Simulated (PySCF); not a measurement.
Zn(F)(Me) (CH3FZn), SMILES [CH3][Zn][F].

Geometry: PBE0-D3(BJ)/def2-TZVP.

These are C-PCM-ωB97X/def2-SVP (PySCF) values and carry that method's errors.

The values are the electrostatic part of the solvation free energy, E(continuum) − E(gas) at the gas-phase geometry, in a cavity of scaled van der Waals radii (PySCF's table); cavitation and dispersion terms are not included. A continuum can't describe solvent molecules that bind to the metal. In vacuum the orbital gap is 12.65 eV. The dipole moment in vacuum is 2.49 D.

Computed values in water (ε = 78.36), dimethylsulfoxide (ε = 46.83), cyclohexanone (ε = 15.62):
```tsv
solvent	ε	ΔG(elec) (kcal/mol)	dipole (D)	gap (eV)
water	78.36	-14.9	2.42	12.52
dimethylsulfoxide	46.83	-14.7	2.42	12.52
cyclohexanone	15.62	-14.0	2.43	12.53
```
